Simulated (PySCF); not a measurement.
Ge(F)3(SH) (F3GeHS), SMILES [SH][Ge]([F])([F])[F]. Atoms are numbered in the order given.

```xyz
6

F     -0.8823    -1.1394    -1.1357
Ge    -0.2460     0.0427    -0.0579
F     -0.4725     1.5395    -0.8778
F     -1.2638     0.0635     1.3262
S      1.8241    -0.3303     0.5484
H      2.2550    -0.2539    -0.7347
```
Charge 0, spin multiplicity 1.

The structure is a stationary point at B3LYP-D3(BJ)/def2-SVP. The structure was generated by enumeration, and PubChem lists no compound with its InChIKey, so it may never have been made. Other conformers were not sampled.

Two levels are set side by side: PBE/pcSseg-1 (PySCF) and PBE0/pcSseg-1 (PySCF). GIAO shifts against CFCl3 (¹⁹F), GeH4 (⁷³Ge), H2S (³³S), TMS (¹H) at the same level; non-relativistic, no solvent, atoms listed together averaged. Differences are taken from unrounded values.

| quantity | PBE0 |
|---|---|
| δ(⁷³Ge) of Ge2 (ppm) | 316.9 |
| δ(³³S) of S5 (ppm) | 33.1 |
| δ(¹H) of H6 (ppm) | 1.84 |

Q: What does PBE give, and how far is it from PBE0? (The exact figures need the calculation; the answer reports its results.)

A: 
```csv
quantity,PBE,PBE minus PBE0
δ(⁷³Ge) of Ge2 (ppm),343.1,26.3
δ(³³S) of S5 (ppm),58.6,25.5
δ(¹H) of H6 (ppm),1.73,-0.11
```

Rough cost on one machine, each run with all the roots and properties that it gave: PBE0 against PBE within a factor of 2.
